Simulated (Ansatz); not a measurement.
Consider the cleavage of the Si–Si bond: `[SiH3]N[SiH2][SiH2]Cl` + `C[NH][GeH2][Cl]` → `C[N]([SiH2]Cl)[GeH2][Cl]` + `[SiH3]N[SiH3]`.

Isolated molecules relaxed with PBE0-D4/def2-TZVP in Ansatz; ΔE leaves out vibrations. CCSD(T)/CBS adds triple-zeta CCSD(T) − MP2 to the extrapolated MP2 energy (def2 sets, frozen cores). This one scheme is used for every species. Functionals use def2-TZVPP. For Ge outer-core shells are correlated without core-valence functions, which leaves a few kJ/mol of doubt a bond. Scalar relativity is left out up to krypton. Each species was taken in one conformer, which may not be the lowest.

(1) Is it downhill or uphill in electronic energy at CCSD(T)/CBS, and by how much? (An estimate is asked.)

(2) What do these levels give: PBE-D4, PBE, MP2/def2-TZVPP, SCS-MP2/def2-TZVPP, SCS-MP2/def2-QZVPP, MP2/CBS(def2)? (Estimate.)

Largest T1 diagnostic among the species: 0.011.

Answers

(1) Computed: Downhill: ΔE = -0.78 eV.

(2) Computed: PBE-D4 -0.54, PBE -0.53, MP2/def2-TZVPP -0.90, SCS-MP2/def2-TZVPP -0.90, SCS-MP2/def2-QZVPP -0.89, MP2/CBS(def2) -0.87 eV.

From PBE to PBE0 (25 % exact exchange), in def2-TZVPP and without D4, ΔE moves by −0.07 eV.
